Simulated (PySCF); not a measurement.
Vertical excitations of a molecule CH7BO2Si from TDDFT-ωB97X/def2-SVPD (PySCF), as energy in eV (oscillator strength): 6.53 (0.019), 7.62 (0.026), 7.97 (0.009), 8.15 (0.096), 8.53 (0.013), 8.57 (0.006), 8.68 (0.000), 8.74 (0.122), 8.91 (0.034), 8.97 (0.004). Lowest triplet (TDA): 5.65 eV. The structure is a stationary point at B3LYP-D3(BJ)/def2-SVP. The values are those of a single conformer.

Question: Which structure fits?
(A) CB(O)O[SiH3]
(B) COB(O)[SiH3]
(C) COBO[SiH3]
(D) C[SiH2]B(O)O

Answer: B, COB(O)[SiH3]
